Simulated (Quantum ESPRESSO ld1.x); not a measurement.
Task: These are the eigenvalues of the occupied orbitals of an atom or ion with whole-number occupations (hartree). Method: Dirac Kohn-Sham, LDA (Slater exchange, Perdew-Zunger correlation), spin-unpolarised, spherical densities, point nucleus; computed with ld1.x of Quantum ESPRESSO 7.5.

1s1/2: -2709.91
2s1/2: -472.604
2p1/2: -452.622
2p3/2: -396.404
3s1/2: -110.831
3p1/2: -101.883
3p3/2: -89.6267
3d3/2: -74.6054
3d5/2: -71.9486
4s1/2: -24.2618
4p1/2: -20.5099
4p3/2: -17.6218
4d3/2: -11.4581
4d5/2: -10.9232
5s1/2: -4.49628
5p1/2: -3.32991
4f5/2: -3.11190
4f7/2: -3.00855
5p3/2: -2.86895
5d3/2: -1.32464
5d5/2: -1.27752

Which element is it, and in what charge state? The configuration may be excited. Open shells, if any, are shared by 2j + 1.

Result: Z = 76, osmium, charge +3: Os3+ in [Xe] 4f14 5d5. The list shows which subshells hold electrons but not how many an open one holds; the 1s level, -2709.9 hartree, gives Z - s = 73.6 by -(Z - s)^2/2, which with screening and relativity narrows Z to a few neighbours, and the depths of the outer levels then fix element, charge and occupations together.
